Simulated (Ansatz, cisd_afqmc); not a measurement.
System: N, charge 0, quartet.

Total energies in def2-TZVPP, 5 correlated electrons, 1 frozen orbitals. UHF or UKS for unpaired electrons; spin-orbit terms are left out. Correlated methods leave the cores frozen. No relativity. AFQMC is phaseless with a CISD trial state; ± is one standard error, without the phaseless bias. Outlying blocks are dropped, and bars are widened where a walk drifts. Over all cases where full CI ran beside it in this data, AFQMC minus full CI had a median of +0.1 mEh and passed +0.4 mEh in a tenth of the cases. Full CI freezes restricted core orbitals and the other rows unrestricted ones, which leaves a small offset even where coupled cluster is exact.

| method | program | energy (Eh) | error against FCI (mEh) |
|---|---|---|---|
| HF | Ansatz | -54.40275 | 113.39 |
| MP2 | Ansatz | -54.49761 | 18.53 |
| CCSD | Ansatz | -54.51368 | 2.46 |
| CCSD(T) | Ansatz | -54.51594 | 0.20 |
| CCSDT(Q) | Ansatz | -54.51632 | -0.18 |
| CCSDTQ | Ansatz | -54.51632 | -0.18 |
| AFQMC/CISD | cisd_afqmc | -54.5162 ± 0.0001 | -0.1 ± 0.1 |
| FCI | Ansatz | -54.51614 | 0.00 |

Ansatz is a program for electronic structure.
